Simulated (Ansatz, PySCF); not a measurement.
Gas-phase reaction (SMILES): CN(C)B(Br)Br + F (HF) → FB(Br)Br + CNC [N-methylmethanamine]; hydrogen fluoride cleaves one B-N bond, a model of a ligand-exchange step.

Structures are relaxed separately at B3LYP-D3(BJ)/def2-TZVP in Ansatz (a first-principles code), one conformer each, not searched for the lowest. Correlated levels leave the core frozen unless marked. No spin-orbit coupling. Frozen are the shells of the preceding noble gas and the d and f shells that filled before the atom's block. Non-relativistic. Basis-set limits of correlation are two-point, X^-3; Hartree-Fock from the larger set. The bracket is a focal-point correction in the basis named. Thermal terms are rigid-rotor harmonic-oscillator values from B3LYP-D3(BJ) frequencies (Ansatz or PySCF) at 298.15 K and 1 atm. 1 Eh = 627.5095 kcal/mol.

| species | E, RI-MP2/CBS(aug-cc-pVTZ,aug-cc-pVQZ)+[CCSD(T)-MP2]/aug-cc-pVTZ (Ansatz) (Eh) | E, wB97M-V/def2-TZVPD (Ansatz) (Eh) | H - E (Eh) |
|---|---|---|---|
| CN(C)B(Br)Br | -5304.69106 | -5307.54754 | 0.09791 |
| F (HF) | -100.39388 | -100.46200 | 0.01259 |
| FB(Br)Br | -5270.07652 | -5272.87288 | 0.01343 |
| CNC | -135.00124 | -135.13331 | 0.09743 |

Q: Work out ΔE and ΔH at 298.15 K at the first level, then ΔH at the second.

A: 
1. ΔE = [(-5270.07652) + (-135.00124)] - [(-5304.69106) + (-100.39388)] = 0.00718 Eh = 4.5 kcal/mol at RI-MP2/CBS(aug-cc-pVTZ,aug-cc-pVQZ)+[CCSD(T)-MP2]/aug-cc-pVTZ.
2. The terms H - E add up to 0.00036 Eh, so ΔH = (0.00718 + (0.00036))×627.5095 = 4.7 kcal/mol.
3. At wB97M-V/def2-TZVPD the same steps give ΔE = 2.1 and ΔH = 2.3 kcal/mol, a shift of -2.4 from the first level.
4. These values are not checked against measurement here, since the tables used lack a sound gas-phase enthalpy of formation for at least one species.
